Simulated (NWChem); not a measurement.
System: CH₃F₂Ga; SMILES [CH3][Ga]([F])[F]

Input file for NWChem:

```
start job
memory heap 200 mb stack 900 mb global 1100 mb
geometry units angstroms noautoz
  Ga    -0.003024    -0.015392     0.001284
  F     -1.448313     0.967317    -0.002531
  F      1.430912     0.984202    -0.002281
  C      0.010789    -1.950063     0.003082
  H      0.643117    -2.315299     0.824814
  H      0.434174    -2.311468    -0.945527
  H     -1.009258    -2.339257     0.118445
end
basis spherical
  * library 6-31g*
end
dft
  xc xpbe96 cpbe96
  grid xcoarse
  iterations 150
  mulliken
end
task dft gradient
```

Parts of the log:

```
             Northwest Computational Chemistry Package (NWChem) 7.3.0
             --------------------------------------------------------

 C1  symmetry detected

                             Geometry "geometry" -> ""
                             -------------------------

 Output coordinates in angstroms (scale by  1.889725989 to convert to a.u.)

  No.       Tag          Charge          X              Y              Z
 ---- ---------------- ---------- -------------- -------------- --------------
    1 Ga                  31.0000    -0.00084269     0.01185746     0.00108513
    2 F                    9.0000    -1.43325269     1.01325122    -0.00089850
    3 F                    9.0000     1.44594889     0.99275678    -0.00090651
    4 C                    6.0000    -0.01214654    -1.92283007    -0.00044006
    5 H                    1.0000     0.61545028    -2.29765536     0.82060059
    6 H                    1.0000     0.40643762    -2.28807054    -0.94971038
    7 H                    1.0000    -1.03715116    -2.29894684     0.11435621

 Effective nuclear repulsion energy (a.u.)     288.9465776848

  pbe96 is a nonlocal functional; adding pw91lda local functional.

                                 NWChem DFT Module
                                 -----------------

 Summary of "ao basis" -> "ao basis" (spherical)
 ------------------------------------------------------------------------------
       Tag                 Description            Shells   Functions and Types
 ---------------- ------------------------------  ------  ---------------------
 Ga                          6-31g*                 12       32   5s4p3d
 F                           6-31g*                  6       14   3s2p1d
 C                           6-31g*                  6       14   3s2p1d
 H                           6-31g*                  2        2   2s

            General Information
            -------------------
          SCF calculation type: DFT
          Wavefunction type:  closed shell.
          No. of atoms     :     7
          No. of electrons :    58
           Alpha electrons :    29
            Beta electrons :    29
          Charge           :     0
          Spin multiplicity:     1
          Use of symmetry is: off; symmetry adaption is: off
          Maximum number of iterations: 150
          AO basis - number of functions:    80
                     number of shells:    36
          Convergence on energy requested:  1.00D-06
          Convergence on density requested:  1.00D-05
          Convergence on gradient requested:  5.00D-04

              XC Information
              --------------
          PerdewBurkeErnzerhof Exchange Functional  1.000
            Perdew 1991 LDA Correlation Functional  1.000 local
           PerdewBurkeErnz. Correlation Functional  1.000 non-local

             Grid Information
             ----------------
          Grid used for XC integration:  xcoarse
          Radial quadrature: Mura-Knowles
          Angular quadrature: Lebedev.
          Tag              B.-S. Rad. Rad. Pts. Rad. Cut. Ang. Pts.
          ---              ---------- --------- --------- ---------
          Ga                  1.30       75           7.0       194
          F                   0.50       21          10.0       194
          C                   0.70       21           8.0       194
          H                   0.35       21           9.0       194
          Grid pruning is: on
          Number of quadrature shells:   201
          Spatial weights used:  Erf1

      Superposition of Atomic Density Guess
      -------------------------------------

 Sum of atomic energies:       -2160.84501412

      Non-variational initial energy
      ------------------------------

 Total energy =   -2161.547549
 1-e energy   =   -3590.169541
 2-e energy   =    1139.675414
 HOMO         =      -0.410571
 LUMO         =      -0.032974

     ---------------------------------------------
      Total Density - Mulliken Population Analysis
     ---------------------------------------------

    Atom       Charge   Shell Charges
 -----------   ------   -------------------------------------------------------
    1 Ga  31    29.49   2.00  2.00  6.00  2.00  5.99  0.84  0.47  0.06  0.06  6.86  2.97  0.23
    2 F    9     9.75   2.00  0.96  3.51  1.03  2.25  0.01
    3 F    9     9.75   2.00  0.96  3.51  1.03  2.25  0.01
    4 C    6     6.80   2.00  0.72  2.01  0.68  1.38  0.02
    5 H    1     0.74   0.45  0.28
    6 H    1     0.73   0.45  0.28
    7 H    1     0.74   0.45  0.28

   convergence    iter        energy       DeltaE   RMS-Dens  Diis-err
 ---------------- ----- ----------------- --------- --------- ---------
 d= 0,ls=0.0,diis     1  -2163.5677881005 -2.45D+03  3.25D-02  1.14D+00
 d= 0,ls=0.0,diis     2  -2162.7848777997  7.83D-01  2.16D-02  9.75D+00
 d= 0,ls=0.0,diis     3  -2163.7070052493 -9.22D-01  1.51D-03  4.98D-02
 d= 0,ls=0.0,diis     4  -2163.7075845819 -5.79D-04  8.93D-04  3.50D-02
 d= 0,ls=0.0,diis     5  -2163.7095838090 -2.00D-03  1.74D-04  3.25D-04
  Resetting Diis
 d= 0,ls=0.0,diis     6  -2163.7096069966 -2.32D-05  7.92D-05  1.16D-04
 d= 0,ls=0.0,diis     7  -2163.7096171272 -1.01D-05  5.44D-05  6.02D-06
 d= 0,ls=0.0,diis     8  -2163.7096144250  2.70D-06  3.81D-05  3.62D-05
 d= 0,ls=0.0,diis     9  -2163.7096176900 -3.26D-06  3.44D-06  1.00D-07
 d= 0,ls=0.0,diis    10  -2163.7096176994 -9.44D-09  1.07D-06  1.38D-08

         Total DFT energy =    -2163.709617699444
      One electron energy =    -3591.279695156170
           Coulomb energy =     1240.638298969347
    Exchange-Corr. energy =     -102.014799197466
 Nuclear repulsion energy =      288.946577684844

 Numeric. integr. density =       57.996901138956

                       DFT Final Molecular Orbital Analysis
                       ------------------------------------

 Vector   27  Occ=2.000000D+00  E=-3.059192D-01
              MO Center=  1.0D-02,  9.8D-01, -9.5D-04, r^2= 2.5D+00
   Bfn.  Coefficient  Atom+Function         Bfn.  Coefficient  Atom+Function
  ----- ------------  ---------------      ----- ------------  ---------------
    37      0.463881  2 F  pz                51     -0.465217  3 F  pz
    41      0.329882  2 F  pz                55     -0.330894  3 F  pz
    21     -0.087897  1 Ga d  1              31      0.059975  1 Ga d  1
    26     -0.040591  1 Ga d  1

 Vector   28  Occ=2.000000D+00  E=-2.995796D-01
              MO Center=  7.6D-03,  9.6D-01, -6.7D-04, r^2= 2.6D+00
   Bfn.  Coefficient  Atom+Function         Bfn.  Coefficient  Atom+Function
  ----- ------------  ---------------      ----- ------------  ---------------
    35      0.362900  2 F  px                49      0.357338  3 F  px
    50     -0.302897  3 F  py                36      0.295121  2 F  py
    39      0.251119  2 F  px                53      0.247242  3 F  px
    54     -0.220742  3 F  py                40      0.215675  2 F  py
    15      0.081747  1 Ga px                18      0.078886  1 Ga d -2

 Vector   29  Occ=2.000000D+00  E=-2.868607D-01
              MO Center= -1.1D-02, -1.1D-01, -4.1D-05, r^2= 3.6D+00
   Bfn.  Coefficient  Atom+Function         Bfn.  Coefficient  Atom+Function
  ----- ------------  ---------------      ----- ------------  ---------------
    36      0.358374  2 F  py                50      0.354056  3 F  py
    64      0.317579  4 C  py                40      0.243730  2 F  py
    54      0.240641  3 F  py                12     -0.223522  1 Ga py
    68      0.198828  4 C  py                10     -0.197709  1 Ga s
    22      0.140462  1 Ga d  2              16      0.138383  1 Ga py

 Vector   30  Occ=0.000000D+00  E=-5.770484D-02
              MO Center=  4.7D-03, -1.7D-01,  4.3D-02, r^2= 4.3D+00
   Bfn.  Coefficient  Atom+Function         Bfn.  Coefficient  Atom+Function
  ----- ------------  ---------------      ----- ------------  ---------------
    14      0.811905  1 Ga s                 66     -0.626642  4 C  s
    10     -0.475716  1 Ga s                 68     -0.273477  4 C  py
    64     -0.244021  4 C  py                38     -0.233337  2 F  s
    52     -0.231120  3 F  s                  6      0.203644  1 Ga s
    49      0.168038  3 F  px                35     -0.166851  2 F  px

 Vector   31  Occ=0.000000D+00  E=-4.921740D-02
              MO Center= -9.7D-03, -2.0D-02, -4.4D-02, r^2= 3.6D+00
   Bfn.  Coefficient  Atom+Function         Bfn.  Coefficient  Atom+Function
  ----- ------------  ---------------      ----- ------------  ---------------
    13      0.741823  1 Ga pz                17      0.381214  1 Ga pz
     9     -0.219951  1 Ga pz                78      0.200571  6 H  s
    37     -0.197523  2 F  pz                51     -0.194880  3 F  pz
    76     -0.187873  5 H  s                 41     -0.170110  2 F  pz
    55     -0.167232  3 F  pz                77      0.089722  6 H  s

 Vector   32  Occ=0.000000D+00  E= 3.507835D-02
              MO Center=  1.2D-01, -1.8D-01, -1.4D-02, r^2= 6.5D+00
   Bfn.  Coefficient  Atom+Function         Bfn.  Coefficient  Atom+Function
  ----- ------------  ---------------      ----- ------------  ---------------
    15      0.927430  1 Ga px                80      0.362673  7 H  s
    11      0.307760  1 Ga px                38      0.280083  2 F  s
    52     -0.263899  3 F  s                 66     -0.157797  4 C  s
    76     -0.135935  5 H  s                 50      0.128190  3 F  py
    36     -0.116254  2 F  py                 7     -0.115163  1 Ga px

     ---------------------------------------------
      Total Density - Mulliken Population Analysis
     ---------------------------------------------

    Atom       Charge   Shell Charges
 -----------   ------   -------------------------------------------------------
    1 Ga  31    30.32   2.00  2.00  6.00  2.00  5.99  1.03  1.02 -0.04  0.12  6.81  2.93  0.45
    2 F    9     9.38   2.00  0.93  3.27  1.04  2.13  0.01
    3 F    9     9.38   2.00  0.93  3.27  1.04  2.13  0.01
    4 C    6     6.56   2.00  0.67  2.10  0.64  1.14  0.02
    5 H    1     0.79   0.51  0.28
    6 H    1     0.79   0.51  0.28
    7 H    1     0.79   0.51  0.27

     -------------------------------------------
      Total Density - Lowdin Population Analysis
     -------------------------------------------

    Atom       Charge   Shell Charges
 -----------   ------   -------------------------------------------------------
    1 Ga  31    30.61   2.00  2.00  6.00  1.97  5.90  0.69  1.03  0.19  0.31  6.62  3.06  0.83
    2 F    9     9.20   1.99  0.93  3.15  0.84  2.27  0.02
    3 F    9     9.20   1.99  0.93  3.15  0.84  2.27  0.02
    4 C    6     6.53   1.99  0.55  1.89  0.46  1.59  0.04
    5 H    1     0.82   0.48  0.34
    6 H    1     0.82   0.48  0.34
    7 H    1     0.82   0.48  0.34

     Multipole analysis of the density
     ---------------------------------

     L   x y z        total         alpha         beta         nuclear
     -   - - -        -----         -----         ----         -------
     0   0 0 0     -0.000000    -29.000000    -29.000000     58.000000

     1   1 0 0      0.000230      0.000115      0.000115     -0.000000
     1   0 1 0     -1.282006     -0.641003     -0.641003      0.000000
     1   0 0 1     -0.001302     -0.000651     -0.000651     -0.000000

     2   2 0 0    -27.603982    -83.304533    -83.304533    139.005084
     2   1 1 0     -0.006119     -0.055205     -0.055205      0.104290
     2   1 0 1      0.000677     -0.000077     -0.000077      0.000832
     2   0 2 0    -24.162367   -112.245701   -112.245701    200.329036
     2   0 1 1      0.016233     -0.016579     -0.016579      0.049391
     2   0 0 2    -21.730397    -13.701454    -13.701454      5.672510

            General Information
            -------------------
          SCF calculation type: DFT
          Wavefunction type:  closed shell.
          No. of atoms     :     7
          No. of electrons :    58
           Alpha electrons :    29
            Beta electrons :    29
          Charge           :     0
          Spin multiplicity:     1
          Use of symmetry is: off; symmetry adaption is: off
          Maximum number of iterations: 150
          AO basis - number of functions:    80
                     number of shells:    36
          Convergence on energy requested:  1.00D-06
          Convergence on density requested:  1.00D-05
          Convergence on gradient requested:  5.00D-04

              XC Information
              --------------
          PerdewBurkeErnzerhof Exchange Functional  1.000
            Perdew 1991 LDA Correlation Functional  1.000 local
           PerdewBurkeErnz. Correlation Functional  1.000 non-local

             Grid Information
             ----------------
          Grid used for XC integration:  xcoarse
          Radial quadrature: Mura-Knowles
          Angular quadrature: Lebedev.
          Tag              B.-S. Rad. Rad. Pts. Rad. Cut. Ang. Pts.
          ---              ---------- --------- --------- ---------
          Ga                  1.30       75           7.0       194
          F                   0.50       21          10.0       194
          C                   0.70       21           8.0       194
          H                   0.35       21           9.0       194
          Grid pruning is: on
          Number of quadrature shells:   201
          Spatial weights used:  Erf1

          Convergence Information
          -----------------------
          Convergence aids based upon iterative change in
          total energy or number of iterations.
          Levelshifting, if invoked, occurs when the
          HOMO/LUMO gap drops below (HL_TOL):  1.00D-02
          DIIS, if invoked, will attempt to extrapolate
          using up to (NFOCK): 10 stored Fock matrices.

                    Damping( 0%)  Levelshifting(0.5)       DIIS
                  --------------- ------------------- ---------------
          dE  on:    start            ASAP                start
          dE off:    2 iters        150 iters           150 iters

                            NWChem DFT Gradient Module
                            --------------------------

  charge          =   0.00
  wavefunction    = closed shell

                         DFT ENERGY GRADIENTS

    atom               coordinates                        gradient
                 x          y          z           x          y          z
   1 Ga     -0.001592   0.022407   0.002051    0.000208   0.004532  -0.000096
   2 F      -2.708455   1.914767  -0.001698    0.008581  -0.006360   0.000026
   3 F       2.732447   1.876038  -0.001713   -0.008747  -0.006050   0.000027
   4 C      -0.022954  -3.633622  -0.000832   -0.000284   0.008679   0.000211
   5 H       1.163032  -4.341939   1.550710   -0.000782  -0.000302  -0.001345
   6 H       0.768056  -4.323826  -1.794692   -0.000516  -0.000349   0.001395
   7 H      -1.959931  -4.344380   0.216102    0.001541  -0.000150  -0.000217
```

Level: PBE/6-31G* (spherical d). Structure relaxed at the PBE0/def2-SVP level.
